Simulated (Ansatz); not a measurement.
**A rate constant, worked out**

An elementary step of SiH₄O₃, closed shell (SiH₄O₃ ([OH][SiH]([OH])[OH]) → SiH₂O₃ ([O][Si]([OH])[OH]) + H₂; Si–H, O–H broken or loosened, H–H formed or tightened). The start structure is the reactant molecule, and the electronic barrier above it is 2.667 eV by CCSD(T) at an estimated basis limit (MP2 extrapolated from triple and quadruple zeta, plus CCSD(T) − MP2 in triple zeta). Ansatz 0.2.0; basis: def2-TZVPP and def2-QZVPP; cores frozen in the correlated methods. Extrapolation: Hartree–Fock as exp(−7.88 √X), correlation as X^−2.97. Harmonic wavenumbers at PBE0-D4/def2-TZVP (Ansatz 0.2.0), in cm⁻¹:

Start: 180, 230, 247, 318, 367, 395, 767, 782, 819, 842, 859, 909, 973, 995, 2275, 3916, 3927, 3930.

Saddle: 1158i, 289, 302, 354, 411, 434, 457, 809, 832, 857, 885, 1002, 1117, 1242, 1925, 2181, 3905, 3907.

Problem. Work out the transition-state-theory rate constant at 900 K from these numbers alone (harmonic vibrations; rotation, path degeneracy and anharmonicity left out), and the Wigner tunnelling factor. Use 1 cm⁻¹ = 1.2398 × 10⁻⁴ eV and k_B = 8.617 × 10⁻⁵ eV/K.

Solution. Zero-point energies, half the sums: start 22731/2 cm⁻¹ = 1.4091 eV; saddle, real modes only, 20909/2 cm⁻¹ = 1.2962 eV.
Barrier with zero-point energy: 2.667 + 1.2962 − 1.4091 = 2.5541 eV.
k_BT = 0.07756 eV, so the barrier is 32.93 k_BT.
Vibrational partition functions from the zero-point level, ln q = −Σ ln(1 − exp(−hν/k_BT)): start 8.533, saddle 6.711.
k = (k_BT/h) exp(ln q‡ − ln q) exp(−E0/k_BT), with log₁₀(k_BT/h in s⁻¹) = 13.27: log₁₀ k = 13.27 + (-1.822 − 32.93)/2.3026 = -1.82, so k ≈ 2 × 10^(-2) s⁻¹.
Wigner factor: 1 + (hν‡/k_BT)²/24 = 1 + (1.85)²/24 = 1.14. A change of 1 kcal/mol (0.043 eV) in the barrier would change k by a factor of 1.7 at this temperature.

The T1 diagnostic stays at or below 0.015.

Labels in which every atom is bracketed show which atoms are joined, not bond orders.

For scale, one of the runs: CCSD(T)/def2-TZVPP, 191 basis functions, launched by `ansatz run in.yaml --threads 2 --pin off --events-out ev --progress --plain --max-ram 4352MiB`. Time: 48 s of wall clock on 2 CPU threads of an Intel Xeon Platinum 8259CL; the host was shared. Peak host memory: 2.2 GiB.
